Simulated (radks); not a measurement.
Spherical jellium clusters: N electrons in a uniform positive sphere of charge N and radius rs N^(1/3), rs = 4.3 bohr. Method: non-relativistic Kohn-Sham, LDA (Slater exchange, Perdew-Wang correlation), spin-polarised, spherical densities; computed with a radial shooting solver with Libxc functionals. Levels are named by radial order and angular momentum (1s, 1p, 1d, 2s, ...), and open shells are averaged over m.

N = 10, configuration 1s2 1p6 1d(up 2, down 0). This is the lowest configuration that the search found. Occupied and some empty levels:

| level | occupation | eigenvalue (eV) | <r> (bohr) |
|---|---|---|---|
| 1s up | 1 | -4.4324 | 6.082 |
| 1s down | 1 | -4.2614 | 5.943 |
| 1p up | 3 | -3.4796 | 7.238 |
| 1p down | 3 | -3.2639 | 7.206 |
| 1d up | 2 | -2.2919 | 8.241 |
| 1d down | 0 | -2.0670 | 8.295 |
| 2s up | 0 | -1.7735 | 7.689 |
| 2s down | 0 | -1.6608 | 7.812 |
| 1f up | 0 | -0.98452 | 9.418 |
| 1f down | 0 | -0.78053 | 9.616 |
| 2p up | 0 | -0.68288 | 10.75 |
| 2p down | 0 | -0.58649 | 11.09 |

Energy (eV): total -17.5829, kinetic 15.386, external -346.03, Hartree 170.37, exchange-correlation -33.544, background 176.24.

Electron density:

| r (bohr) | n(r) (e/bohr^3) |
|---|---|
| 0.301 | 0.001717 |
| 1.06 | 0.001870 |
| 1.82 | 0.002172 |
| 2.57 | 0.002577 |
| 3.33 | 0.003014 |
| 4.09 | 0.003399 |
| 4.85 | 0.003636 |
| 5.60 | 0.003643 |
| 6.36 | 0.003372 |
| 7.12 | 0.002846 |
| 7.88 | 0.002167 |
| 8.63 | 0.001478 |
| 9.39 | 0.0009092 |
| 10.2 | 0.0005144 |
| 10.9 | 0.0002744 |
| 11.7 | 0.0001417 |
| 12.4 | 0.00007043 |
| 13.2 | 0.00003426 |
| 13.9 | 0.00001643 |
| 14.7 | 7.872e-06 |
